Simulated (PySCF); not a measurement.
SMILES CO[Si](C)(OC)[S][Al]([OH])[OH] (C₃H₁₁AlO₄SSi) (GFN2-xTB optimised geometry):

```
21

Si    -1.495    -0.355    -1.200
C     -2.967     0.457    -0.324
O     -1.869    -1.724    -1.991
C     -2.274    -2.947    -1.439
O     -1.075     0.690    -2.370
C      0.169     0.869    -2.942
S      0.099    -0.872     0.163
Al     1.120     1.073     0.000
O      2.763     1.073     0.000
O      0.175     2.416     0.000
H     -3.482    -0.266     0.300
H     -2.658     1.280     0.311
H     -3.676     0.839    -1.051
H     -3.283    -2.860    -1.031
H     -2.268    -3.688    -2.237
H     -1.593    -3.252    -0.644
H      0.160     1.800    -3.509
H      0.949     0.953    -2.148
H      0.435     0.036    -3.597
H      3.676     0.838     0.052
H     -0.261     3.252     0.053
```

Level of theory: CAM-B3LYP/def2-SVP (PySCF).

Problem. What are the frontier orbital energies and the dipole moment?

Solution. HOMO-2 -9.56 eV, HOMO-1 -8.97 eV, HOMO -8.16 eV, LUMO 1.05 eV, LUMO+1 2.02 eV; dipole moment 1.55 D.

On the same geometry PBE/def2-SVP (PySCF 2.14.0) gives HOMO-2 -6.64 eV, HOMO-1 -6.16 eV, HOMO -5.66 eV, LUMO -0.81 eV, LUMO+1 0.09 eV; dipole moment 1.46 D.

Meta-Löwdin charges at CAM-B3LYP/def2-SVP: Si1 1.21, C2 -0.56, O3 -0.61, C4 -0.06, O5 -0.59, C6 -0.02, S7 -0.50, Al8 0.99, O9 -0.73, O10 -0.73, H11 0.11, H12 0.12, H13 0.12, H14 0.09, H15 0.11, H16 0.09, H17 0.11, H18 0.06, H19 0.10, H20 0.35, H21 0.35.
